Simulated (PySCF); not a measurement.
# Orbital energies and ionisation energy

Compound: GeH10OSi3.
Z-matrix (Å and degrees, PBE0-D3(BJ)/def2-SVP geometry), rows numbered from 1:
```
Si
Si  1  2.3448
Si  2  2.3551  1  110.96
O   2  1.6684  1  107.28  3  -121.69
Ge  4  1.7826  2  133.41  1   175.80
H   1  1.4956  2  109.72  3    61.11
H   1  1.4969  2  109.78  3   -58.21
H   1  1.4954  2  110.89  3  -178.56
H   2  1.5033  1  109.44  3   118.07
H   3  1.4967  2  109.83  1    62.59
H   3  1.4962  2  110.66  1   -57.47
H   3  1.4981  2  110.83  1  -177.53
H   5  1.5336  4  105.77  2   173.05
H   5  1.5402  4  108.28  2   -67.22
H   5  1.5405  4  108.59  2    52.96
```

Level: CAM-B3LYP/def2-SVPD (PySCF). Frontier orbitals with their largest atomic shares (Löwdin; up to four atoms above 4 %):

```csv
orbital,ε (eV),main atoms
HOMO−3,-10.77,"O4 25 %, Ge5 23 %, H13 16 %, H14 12 %"
HOMO−2,-10.69,"O4 22 %, Ge5 20 %, H15 16 %, Si2 8 %"
HOMO−1,-9.49,"O4 25 %, Si2 24 %, H9 17 %, Si1 12 %"
HOMO,-8.70,?
LUMO,0.17,"Si2 20 %, Ge5 17 %, Si3 11 %, O4 11 %"
LUMO+1,0.76,"Ge5 38 %, Si3 12 %, H13 8 %, H14 8 %"
LUMO+2,0.92,"Si1 22 %, Si3 16 %, Si2 12 %, Ge5 11 %"
```

**Question.** What vertical ionisation energy does ΔSCF give, and how far is −ε(HOMO) from it?

**Answer.** ΔSCF: 9.28 eV (896 kJ/mol; threshold wavelength 134 nm); ⟨S²⟩ of the doublet left behind is 0.759, against 0.75 for a pure doublet. −ε(HOMO) is 8.70 eV, 0.58 eV below it. For the exact functional −ε(HOMO) would equal the first vertical ionisation energy; CAM-B3LYP (range-separated hybrid) falls short of its own ΔSCF value by 6 %. Holes in the HOMO−1 and HOMO−2 were tried too where these lie within 1.2 eV of the HOMO; the lowest converged state counts.

**Question.** On which atoms does the HOMO lie?

**Answer.** Si2 (oxygen-bound silicon) 26 %, Si3 (SiH3 silicon) 22 %, Si1 (SiH3 silicon) 17 %, O4 (oxygen bonded to Ge and Si) 16 %, so no atom holds as much as 40 %. The HOMO−1 lies 0.79 eV lower.

**Question.** How many of the 10 lowest singlet excitations (vertical TDDFT, same level) lie below the ionisation energy?

**Answer.** All 10; they run from 5.66 to 7.64 eV.

**Question.** What kinetic energy would electrons from this vertical process carry with 118.2 nm light (10.49 eV)?

**Answer.** 10.49 − 9.28 = 1.21 eV.

**Question.** What total energies stand behind the ΔSCF value?

**Answer.** E(N) = -3026.26978 Eh and E(N − 1) = -3025.92863 Eh at the same geometry, 0.34115 Eh apart.

**Question.** With α = 123.3 au, estimate the like-pair dispersion coefficient by London's formula C6 = (3/4)α²I.

**Answer.** I = 0.3411 Eh, so C6 ≈ 3890 au, a rough estimate.

One conformer (not necessarily the lowest) at the PBE0-D3(BJ)/def2-SVP geometry, without solvent, vibrations or thermal averaging. The calculation is non-relativistic, for germanium too.

The run behind these numbers computed excited states and ΔSCF ions as well. Time: 2.3 min of wall time; peak memory 1.3 GiB. Hardware: an Arm Neoverse V2 with one thread, shared host with 96 logical CPUs at a one-minute load of 53.
